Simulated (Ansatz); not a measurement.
`C=C(C)[SiH3]` and `BSC(=C)[SiH3]` differ in one atom or group.

Ansatz, PBE0-D4/def2-TZVP geometries, multiplicity 1. Each molecule was computed in one conformer, which needn't be the lowest.

| property | `C=C(C)[SiH3]` |
| --- | --- |
| HOMO energy (ωB97M-V/def2-TZVPP) / eV | -9.83 |
| HOMO–LUMO gap (ωB97M-V/def2-TZVPP) / eV | 11.69 |
| HOMO–LUMO gap (PBE/def2-TZVPP) / eV | 5.27 |
| LUMO energy (PBE0/def2-TZVPP) / eV | -0.23 |
| size of the dipole moment (ωB97M-V/def2-TZVPP) / D | 0.78 |
| size of the dipole moment (B3LYP/def2-TZVPP) / D | 0.78 |

Problem. What does the change do to each property? (An estimate is asked.)

Solution. The calculation gave: 
```csv
property,`BSC(=C)[SiH3]`,shift
HOMO energy (ωB97M-V/def2-TZVPP) / eV,-9.48,0.35
HOMO–LUMO gap (ωB97M-V/def2-TZVPP) / eV,9.95,-1.74
HOMO–LUMO gap (PBE/def2-TZVPP) / eV,4.01,-1.26
LUMO energy (PBE0/def2-TZVPP) / eV,-1.48,-1.25
size of the dipole moment (ωB97M-V/def2-TZVPP) / D,1.18,0.40
size of the dipole moment (B3LYP/def2-TZVPP) / D,1.20,0.42
```

With PBE0 the HOMO rises by 0.20 eV and the LUMO falls by 1.25 eV, so the gap narrows by about 1.45 eV. PBE moves the HOMO by 0.08 eV and ωB97M-V by 0.35 eV. Dipoles are sizes alone; their direction can turn.

B3LYP here is the variant with VWN-RPA as its local correlation; programs differ in this.
